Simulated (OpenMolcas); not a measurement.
Yb3+ among 8 point charges of -1.5 e arranged as a cube (Oh), 2.88 Å from the ion.

```json
{
  "Program": "OpenMolcas",
  "Method": "SS-CASPT2, IPEA 0.25 Eh, imaginary shift 0.1 Eh (closed shells correlated: 5s 5p)",
  "Basis": "ANO-RCC-VDZP [7s6p4d2f1g]",
  "Scalar Hamiltonian": "DKH2, point nucleus",
  "Active space": "13 electrons in 7 orbitals (4f)",
  "State averaging": "2S+1 = 2 odd, 7 roots",
  "Spin-orbit coupling": "RASSI with atomic mean-field integrals over the reference wave functions"
}
```

Question: What is the spin-free ground state (labels of O, the rotations of Oh)?

Answer: 2A2, 1-fold in its orbital part, 100 % from free-ion F terms; it has the highest spin that f13 allows.

Question: Where is the first state of the same spin?

Answer: 2T2 at 76.3 cm-1 above the ground state.

Question: What are the lowest two levels with spin-orbit coupling?

Answer: A 2-fold level Γ7 with g = 3.43, 3.43, 3.43, then a 4-fold level Γ8 72 cm-1 above it. Their leading multiplicities are 2 (100 %) and 2 (100 %).

Question: What is χT at 300 K, and how does it compare with the textbook value?

Answer: Hund's rules give f13 the level 2F7/2 with g = 1.143, so an isolated free-ion multiplet has χT = g² J(J+1) / 8 = 2.571 cm3 K/mol. The computed 2.565 at 300 K differs by 0 %, through the field's splitting, the mixing of terms and any other multiplet in reach.

Roots that are degenerate in the reference are averaged as groups; the widest CASPT2 spread within a group is 28 cm-1 (the 3-fold group of multiplicity 2 near 76.3 cm-1 above the lowest state of its run). Shifts and gaps below about the spread of the groups concerned are not significant. This is an electrostatic model: the charges have no orbitals. No measured value stands beside these numbers.
